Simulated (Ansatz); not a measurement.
`[SH][GeH2][Cl]`, charge 0, multiplicity 1.

Problem. Give a relaxed structure at PBE0-D4/def2-TZVP (Ansatz 0.2.0). (Best estimate.)

Solution. The calculation gave: 
Z-matrix (Å, degrees):
```
Ge
Cl 1 2.156
S 1 2.205 2 110.8
H 1 1.530 2 107.6 3 -116.4
H 1 1.532 2 105.9 3 120.9
H 3 1.343 1 94.0 2 72.4
```
